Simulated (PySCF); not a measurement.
## Energy profile

The step: BH₂O₂F ([OH][B]([OH])[F]) + H₂ → BH₃O₂ ([OH][BH][OH]) + HF; bonds formed: B1–H6, F2–H5; bonds broken: B1–F2, H5–H6 (atoms numbered as in the saddle structure below).

```xyz
8
angstrom
B -0.2003 -0.1410 0.1265
F 0.3296 1.3032 -0.6470
O -1.1411 -0.7781 -0.6153
O -0.4325 0.0649 1.4474
H 1.0439 0.3914 -0.5186
H 1.0938 -0.5500 -0.1501
H -0.9412 -0.8479 -1.5490
H 0.2480 0.5575 1.9065
```

Electronic energies by CCSD(T) at an estimated basis limit (MP2 extrapolated from triple and quadruple zeta, plus CCSD(T) − MP2 in triple zeta), on PBE0-D4/def2-TZVP structures; BH$_{4}$O$_{2}$F, closed shell; no counterpoise correction. Computed with PySCF 2.14 with density fitting (its default auxiliary sets; JK sets also for MP2 and CCSD(T)) (basis: def2-TZVPP and def2-QZVPP); correlated methods freeze the cores. Extrapolation: Hartree–Fock as exp(−7.88 √X), correlation as X^−2.97.

Q: Give the profile in eV, counted from the separated reactants. (Judge from chemistry; the value comes from the calculation.)

A: Computed:
| point | eV |
| --- | --- |
| separated: BH$_{2}$O$_{2}$F (linked as [OH][B]([OH])[F]; B1, F2, O3, O4, H7, H8; singlet) + H$_{2}$ (H5, H6; singlet) | 0.000 |
| start structure | -0.032 |
| saddle | 2.536 |
| end structure | 1.142 |
| separated: BH$_{3}$O$_{2}$ (linked as [OH][BH][OH]; B1, O3, O4, H6, H7, H8; singlet) + HF (F2, H5; singlet) | 1.188 |

The T1 diagnostic stays at or below 0.014.

For scale, one of the runs: CCSD(T)/def2-TZVPP, 180 basis functions, launched by `OMP_NUM_THREADS=4 python run.py`. The run took 3.2 min on 4 CPU threads of an Intel Xeon Platinum 8488C (shared host), with 2.1 GiB of host memory at its peak.
